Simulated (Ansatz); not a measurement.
A nudged elastic band was laid between two geometries of CH5BS2 (9 atoms, charge 0, multiplicity 1).

Level of theory: RKS PBE-D4/def2-SVP (Ansatz).

```json
{
  "movable images": "9",
  "climbing image": "yes",
  "spring": "5.0 eV/Å²",
  "optimiser": "quadratic models (default)",
  "start path": "IDPP",
  "force threshold": "0.05 eV/Å",
  "iteration limit": "60",
  "end points": "relaxed"
}
```

Image 0:

```xyz
9
Properties=species:S:1:pos:R:3
C -0.099 0.518 -1.584
S 0.648 0.695 0.083
B -0.144 -0.603 1.027
S 0.218 -0.899 2.764
H 0.356 1.296 -2.226
H -1.193 0.676 -1.540
H 0.123 -0.479 -2.007
H -0.962 -1.343 0.519
H 1.140 0.094 2.948
```

Image 10:

```xyz
9
Properties=species:S:1:pos:R:3
C -0.244 0.313 -1.539
S 0.829 1.131 -0.301
B 0.572 0.197 1.199
S -0.549 -1.217 1.271
H -0.112 0.850 -2.496
H -1.307 0.367 -1.233
H 0.048 -0.747 -1.671
H 1.196 0.568 2.169
H -0.345 -1.510 2.585
```

Question: Which bonds break or form, and what moves?

Answer: No bond is made or broken. The dihedral C1–S2–B3–S4 goes from 180 to 0°.

Question: What energy profile does the band end with?

Answer: The run converged. The highest image is number 4 of 0 to 10, 13.9 kcal/mol above the first end and 14.9 kcal/mol above the last; the last end lies 1.0 kcal/mol below the first. The profile has 3 maxima (images 4, 7, 9) with wells between them (images 6, 8): this band takes more than one step, which may be the mechanism or a detour left from its start path. A vibrational analysis at the climbing image gives one clearly imaginary mode, 193i cm⁻¹: a first-order saddle point.

```json
{"image": "0", "path coordinate (Å)": "0.00", "energy (kcal/mol)": "0.0", "dihedral C1–S2–B3–S4 (°)": "180"}
{"image": "1", "path coordinate (Å)": "0.88", "energy (kcal/mol)": "0.1", "dihedral C1–S2–B3–S4 (°)": "175"}
{"image": "2", "path coordinate (Å)": "1.77", "energy (kcal/mol)": "3.5", "dihedral C1–S2–B3–S4 (°)": "148"}
{"image": "3", "path coordinate (Å)": "2.65", "energy (kcal/mol)": "10.1", "dihedral C1–S2–B3–S4 (°)": "119"}
{"image": "4", "path coordinate (Å)": "3.54", "energy (kcal/mol)": "13.9", "dihedral C1–S2–B3–S4 (°)": "87"}
{"image": "5", "path coordinate (Å)": "5.12", "energy (kcal/mol)": "3.0", "dihedral C1–S2–B3–S4 (°)": "24"}
{"image": "6", "path coordinate (Å)": "6.71", "energy (kcal/mol)": "0.1", "dihedral C1–S2–B3–S4 (°)": "-6"}
{"image": "7", "path coordinate (Å)": "8.30", "energy (kcal/mol)": "10.8", "dihedral C1–S2–B3–S4 (°)": "4"}
{"image": "8", "path coordinate (Å)": "9.89", "energy (kcal/mol)": "-1.0", "dihedral C1–S2–B3–S4 (°)": "1"}
{"image": "9", "path coordinate (Å)": "11.48", "energy (kcal/mol)": "-0.1", "dihedral C1–S2–B3–S4 (°)": "1"}
{"image": "10", "path coordinate (Å)": "13.07", "energy (kcal/mol)": "-1.0", "dihedral C1–S2–B3–S4 (°)": "0"}
```

Question: What is the geometry of the highest image?

Answer: 
```xyz
9
Properties=species:S:1:pos:R:3
C 0.184 0.214 -1.417
S 0.133 1.311 0.062
B -0.680 0.111 1.215
S 0.238 -1.080 2.177
H 0.652 0.809 -2.224
H -0.834 -0.083 -1.737
H 0.796 -0.691 -1.233
H -1.885 0.072 1.380
H 1.487 -0.710 1.760
```

The run took 9 min on 1 CPU thread of a shared host.
